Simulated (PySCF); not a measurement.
## Electron correlation in Pb²⁺ (lead, charge +2)

[Xe] 4f14 5d10 6s1 6p1, high-spin 3P determinant (an excited configuration). Computed with PySCF 2.14 in aug-cc-pVQZ-PP with ECP60MDF, with a scalar-relativistic core potential. Frozen: 5s2 5p6 5d10; 2 electrons correlated.

Total MP2 correlation energy: -2.17 mhartree.

Same-spin part -2.17 and opposite-spin part 0.00 mhartree; SCS-MP2 scales them by 1/3 and 6/5 to -0.72 mhartree.
